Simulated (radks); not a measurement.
These are the eigenvalues of the occupied orbitals of an atom or ion with whole-number occupations (eV). Calculated with a radial shooting solver on a logarithmic mesh with Libxc functionals: scalar-relativistic Kohn-Sham, PBE, spin-polarised, spherical densities, point nucleus.

orbital  eigenvalue
1s        -5963.589
2s        -754.5265
2p        -647.7405
3s        -150.5463
3p        -120.6566
4s         -46.7770

Which element is it, and in what charge state? The configuration may be excited. Open shells, if any, are filled with parallel spins first.

Answer. Z = 24, chromium, charge +4: Cr4+ in [Ar] 4s2. The list shows which subshells hold electrons but not how many an open one holds; the 1s level, -219.16 hartree, gives Z - s = 20.9 by -(Z - s)^2/2, which with screening and relativity narrows Z to a few neighbours, and the depths of the outer levels then fix element, charge and occupations together.
